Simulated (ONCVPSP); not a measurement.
**Ga: excitation energies, all-electron against ONCV**

Ga (Z = 31), optimised norm-conserving Vanderbilt (ONCV), made with ONCVPSP 4.0.1 (PBE, fully relativistic). Core [Ar], reference 3d10 4s1 4p2. Waves: 4s: rc 1.55 bohr, ncon 4, nbas 8, qcut 3.3 1/bohr, 2 projectors, debl 0.6 Ha; 4p: rc 2.65 bohr, ncon 3, nbas 8, qcut 2.9 1/bohr, 1 projector; 3d: rc 0.65 bohr, ncon 4, nbas 9, qcut 12.7 1/bohr, 2 projectors, debl 1.5 Ha; f scattering state at 0.23 Ha: rc 2.70 bohr, ncon 4, nbas 7, qcut 4.5 1/bohr, 2 projectors, debl 3.6 Ha. Local part: polynomial inside 0.60 bohr (lpopt 5, dvloc0 -1 Ha). Core correction: Teter function, fcfact 2.75, rcfact 1.1.

Open shells are filled in proportion to 2j + 1.

Energies are relative to the spin-unpolarised reference configuration 3d10 4s1 4p2; without spin polarisation the order of configurations can differ from experiment.

```tsv
valence configuration	charge	ΔE all-electron (eV)	error AE − PS (meV)
3d10 4s2 4p1	0	-6.536	+9.6
3d10 4s1 4p0	+2	20.282	-11
```

Question: What are ΔE and the potential's error for 3d9 4s2 4p2?

Answer: ΔE = 13.775 eV all-electron; the error (AE − PS) is -286 meV.

Question: What are ΔE and the potential's error for 3d10 4s2 4p0?

Answer: ΔE = -0.846 eV all-electron; the error (AE − PS) is +11 meV.

Note: ghosts flagged at negative energy: s at -258.1 eV, p3/2 at -122.8 eV, p1/2 at -119.2 eV; GHOST(+) flags only above 600 eV. A true bound ghost makes a file unfit for plane-wave use.
